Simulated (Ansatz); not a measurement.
A structure relaxed at PBE0-D4/def2-TZVP, charge 0, multiplicity 1:

| atom | x (Å) | y (Å) | z (Å) |
| --- | --- | --- | --- |
| F1 | 1.638 | 0.183 | 1.227 |
| Sn2 | -0.012 | -0.234 | 0.381 |
| S3 | 0.191 | -0.111 | -1.965 |
| Cl4 | -0.540 | -2.361 | 1.036 |
| Cl5 | -1.491 | 1.289 | 1.248 |
| H6 | 0.214 | 1.234 | -1.926 |

Q: Give its formula and SMILES.

A: Cl2FHSSn, `[F][Sn]([SH])([Cl])[Cl]`.

Q: Summarise the bond lengths by kind.

A: 1 × F–Sn 1.900 Å; 1 × S–Sn 2.358 Å; 2 × Cl–Sn 2.288 to 2.293 Å; 1 × H–S 1.346 Å.

Program: Ansatz 0.2.0.
